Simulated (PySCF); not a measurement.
Si(H)(OH) (H2OSi), SMILES [SiH]O (connectivity only; charge and spin as stated), neutral, multiplicity 1.

Coordinates come from a PBE0-D3(BJ)/def2-TZVP optimisation.

The numbers are results of TDDFT-LC-ωPBE/def2-TZVPD in PySCF, not measurements.

Vertical excitations. The molecule is in vacuum. State labels are in the subgroup Cs.

```tsv
state	symmetry	energy (eV)	λ (nm)	f	main pairs
S1	A"	3.22	386	0.025	HOMO→LUMO 98 %
S2	A'	5.64	220	0.082	HOMO→LUMO+1 63 %, HOMO→LUMO+2 21 %
S3	A'	6.69	185	0.150	HOMO→LUMO+2 66 %, HOMO→LUMO+1 21 %
S4	A"	6.75	184	0.039	HOMO−1→LUMO 96 %
S5	A'	7.77	159	0.236	HOMO→LUMO+3 55 %, HOMO→LUMO+6 19 %, HOMO−2→LUMO 17 %
S6	A'	7.81	159	0.077	HOMO−2→LUMO 41 %, HOMO→LUMO+6 37 %, HOMO→LUMO+4 12 %
S7	A'	8.04	154	0.011	HOMO→LUMO+3 32 %, HOMO−2→LUMO 32 %, HOMO→LUMO+6 19 %
S8	A"	8.28	150	0.158	HOMO→LUMO+7 93 %
S9	A"	8.63	144	0.014	HOMO→LUMO+5 90 %
S10	A'	8.64	144	0.056	HOMO→LUMO+4 64 %, HOMO→LUMO+6 15 %
T1	A"	1.73	718	0	HOMO→LUMO 94 %
T2	A'	4.36	284	0	HOMO→LUMO+1 42 %, HOMO→LUMO+2 22 %, HOMO→LUMO+3 20 %
T3	A"	5.81	213	0	HOMO−1→LUMO 86 %
T4	A'	6.14	202	0	HOMO→LUMO+2 34 %, HOMO→LUMO+6 23 %, HOMO→LUMO+4 16 %, HOMO→LUMO+13 8 %
```
Triplets are in the Tamm–Dancoff approximation, which puts them higher than full response would, so one can lie above its singlet here.
